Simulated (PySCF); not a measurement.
# Adding and removing an electron: SeCl

UHF-CCSD(T); PySCF, spin-free X2C with a Gaussian nucleus, basis sets Se x2c-SVPall, Cl x2c-SVPall. Neutral (UHF): doublet (π ↑), Re = 2.176 Å, ωe = 413 cm⁻¹, De = 2.07 eV.

SeCl⁺ (UHF): triplet (π ↑↑), Re = 2.077 Å, ωe = 482 cm⁻¹, De = 2.24 eV to Se⁺ + Cl. The energies at the minima are -2888.76011 hartree for SeCl and -2888.43551 for SeCl⁺.

Problem. Work out the adiabatic ionisation energy, without and with harmonic zero-point energies (1 hartree = 27.2114 eV, 1 eV = 8065.5 cm⁻¹), and the change of the bond length.

Solution. At UHF-CCSD(T): 0.32460 hartree = 8.833 eV between the minima; the zero-point term (482.0 − 413.0)/2 cm⁻¹ = +0.004 eV makes it 8.837 eV. Re changes by -9.9 pm against the neutral. The electron leaves a π orbital, and the shorter bond of the ion fits an antibonding orbital, or a change in how ionic the bond is.

Correlated steps freeze 14 core orbitals. Correlated levels converge slowly with the basis: in double zeta they bind strong bonds too weakly, by up to about 1 eV, and carry superposition errors of some tenths. Spin–orbit coupling is left out. For an ion De counts to the pair picked by the measured ionisation energies or electron affinities, which need not be the lowest pair at this level. States were picked by a PBE0 search and need not be the measured ground states.
